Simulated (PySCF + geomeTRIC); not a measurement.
All values below come from M06-2X/def2-TZVP (PySCF + geomeTRIC). fastk is a local helper that only speeds up exchange builds. No frequencies were computed at this level.

```python
import json, numpy as np
from pyscf import gto, dft
from fastk import lowrank_exchange
atoms = """
B     -0.000003     0.000035     0.000119
H     -0.882335    -0.759814    -0.001981
H     -0.216812     1.144045     0.001058
H      1.099151    -0.384266     0.000804
"""
def scf(charge, spin, dm0=None):
    mol = gto.M(atom=atoms, basis='def2-tzvp', ecp={}, charge=charge, spin=spin, verbose=3, max_memory=5040)
    mf = dft.KS(mol, xc='m062x').density_fit(auxbasis="def2-universal-jkfit")
    mf.grids.level = 4
    mf.conv_tol = 1e-8
    mf.max_cycle = 60
    mf.kernel(dm0)
    if not mf.converged:
        mf = mf.newton().run(mf.mo_coeff, mf.mo_occ).undo_soscf()
    return mf
mf = scf(0, 0)
from pyscf.geomopt.geometric_solver import kernel as optimize
path = []
done, mol = optimize(mf, maxsteps=80, assert_convergence=False, callback=lambda env: path.append((env["energy"], bool(env["g_scanner"].converged))))
res = dict(converged=bool(done and path[-1][1]), energy=path[-1][0], path=[e for e, c in path], xyz=mol.atom_coords(unit="Angstrom").tolist(), nao=mol.nao)
json.dump(res, open("result.json", "w"))
```

Output:

```
converged SCF energy = -26.5942968161107
Geometry optimization cycle 1
converged SCF energy = -26.5942968161111
cycle 1: E = -26.5942968161  dE = -26.5943  norm(grad) = 0.0204037
Geometry optimization cycle 2
converged SCF energy = -26.5950452202217
cycle 2: E = -26.5950452202  dE = -0.000748404  norm(grad) = 0.000124317
Geometry optimization cycle 3
converged SCF energy = -26.5950450632217
cycle 3: E = -26.5950450632  dE = 1.57e-07  norm(grad) = 0.000256095
<class 'geometric.internal.Distance'> : 3
<class 'geometric.internal.Angle'> : 2
<class 'geometric.internal.OutOfPlane'> : 1
<class 'geometric.internal.TranslationX'> : 1
<class 'geometric.internal.TranslationY'> : 1
<class 'geometric.internal.TranslationZ'> : 1
<class 'geometric.internal.RotationA'> : 1
<class 'geometric.internal.RotationB'> : 1
<class 'geometric.internal.RotationC'> : 1
Step    0 : Gradient = 1.020e-02/1.179e-02 (rms/max) Energy = -26.5942968161
Step    1 : Displace = 1.966e-02/2.272e-02 (rms/max) Trust = 1.000e-01 (=) Grad = 6.216e-05/9.223e-05 (rms/max) E (change) = -26.5950452202 (-7.484e-04) Quality = 0.987
Step    2 : Displace = 5.925e-04/1.020e-03 (rms/max) Trust = 1.414e-01 (+) Grad = 1.280e-04/2.217e-04 (rms/max) E (change) = -26.5950450632 (+1.570e-07) Quality = -1.216
Converged! =D
```

Cost: about 14 core-seconds (a rough figure).
